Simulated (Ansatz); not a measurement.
Calculated with Ansatz (gas phase, PBE0-D4/def2-TZVP geometries, no zero-point term in ΔE). CBS: MP2 limit from def2 TZ/QZ plus the TZ coupled-cluster correction, frozen cores. This one scheme is used for every species. DFT in def2-TZVPP. HSE06 is defined as in plane-wave codes. def2 core potentials past Kr. For Sn outer-core shells are correlated without core-valence functions, which leaves a few kJ/mol of doubt a bond. Each species was taken in one conformer, which may not be the lowest.

`CS[S][SnH3]` + H₂O → `[OH][SnH3]` + `CSS`  (formal hydrolysis of the Sn–S bond)

Problem. Is it downhill or uphill in electronic energy at CCSD(T)/CBS, and by how much? (Best estimate.)

Solution. The calculation gave: Uphill: ΔE = +53.0 kJ/mol.

Problem. What do these levels give: HSE06-D4, B2PLYP, r2SCANh, RPA@PBE/def2-TZVPP, MP2/def2-SVP, HF/def2-QZVPP? (Best estimate.)

Solution. The calculation gave: HSE06-D4 55.3, B2PLYP 41.4, r2SCANh 46.6, RPA@PBE/def2-TZVPP 40.7, MP2/def2-SVP 48.8, HF/def2-QZVPP 34.1 kJ/mol.

Problem. What do rigid-rotor, harmonic-oscillator terms from PBE0-D4/def2-TZVP frequencies (298.15 K, 1 bar) make of the CCSD(T)/CBS value? (Best estimate.)

Solution. Ansatz gave: ΔZPE = -3.2 kJ/mol, ΔH = +46.2 kJ/mol, ΔS = 15 J/(mol·K), ΔG = +41.8 kJ/mol.

Largest T1 diagnostic among the species: 0.014.

At CCSD(T), def2-SVP lies −5.3 kJ/mol from the extrapolated value and def2-TZVPP −5.6 kJ/mol. The D4 term adds +11.2 kJ/mol with B3LYP and +6.3 kJ/mol with PBE0; it sums over pairs of atoms, weighted by their polarisabilities, and B3LYP, whose exchange is more repulsive, gets the larger term. From PBE to PBE0 (25 % exact exchange), in def2-TZVPP and without D4, ΔE moves by +3.5 kJ/mol.

B3LYP here is the variant with VWN-RPA as its local correlation; programs differ in this.
